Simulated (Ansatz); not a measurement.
One change: `C[O][Ga]([CH3])[Cl]` becomes `C[O][Ga]([CH3])[F]`.

Ansatz, PBE0-D4/def2-TZVP geometries, multiplicity 1. Each molecule was computed in one conformer, which needn't be the lowest.

Scalar relativity is left out up to krypton.

```tsv
property	`C[O][Ga]([CH3])[Cl]`
HOMO–LUMO gap (B3LYP/def2-TZVPP) / eV	6.87
LUMO energy (ωB97M-V/def2-TZVPP) / eV	1.09
HOMO–LUMO gap (PBE/def2-TZVPP) / eV	5.09
LUMO energy (PBE0/def2-TZVPP) / eV	-0.59
LUMO energy (PBE/def2-TZVPP) / eV	-1.39
LUMO energy (B3LYP/def2-TZVPP) / eV	-0.87
```

Question: What does the change do to each property? (An estimate is asked.)

Answer: The calculation gave: 
```json
{"property": "HOMO–LUMO gap (B3LYP/def2-TZVPP) / eV", "`C[O][Ga]([CH3])[F]`": "7.09", "shift": "0.22"}
{"property": "LUMO energy (ωB97M-V/def2-TZVPP) / eV", "`C[O][Ga]([CH3])[F]`": "1.29", "shift": "0.20"}
{"property": "HOMO–LUMO gap (PBE/def2-TZVPP) / eV", "`C[O][Ga]([CH3])[F]`": "5.22", "shift": "0.13"}
{"property": "LUMO energy (PBE0/def2-TZVPP) / eV", "`C[O][Ga]([CH3])[F]`": "-0.35", "shift": "0.24"}
{"property": "LUMO energy (PBE/def2-TZVPP) / eV", "`C[O][Ga]([CH3])[F]`": "-1.27", "shift": "0.12"}
{"property": "LUMO energy (B3LYP/def2-TZVPP) / eV", "`C[O][Ga]([CH3])[F]`": "-0.71", "shift": "0.16"}
```

B3LYP here is the variant with VWN-RPA as its local correlation; programs differ in this.
